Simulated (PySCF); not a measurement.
**Ca⁺: ionisation energy**

Ca⁺ [Ar] 4s1 (2S) → Ca²⁺ [Ar] (1S), as a difference of total energies. All numbers are calculated (PySCF 2.14, the non-relativistic Hamiltonian (point nucleus), in 6-31G* (5s4p3d, 32 functions)). The calculations carry no spin-orbit coupling.

| method | ionisation energy (eV) |
| --- | --- |
| UHF | 11.309 |
| TPSS | 11.682 |
| MN15 | 11.532 |

These non-relativistic numbers lack the scalar-relativistic shift.

For comparison: 11.872 eV (measured; NIST Atomic Spectra Database, ionization energies).
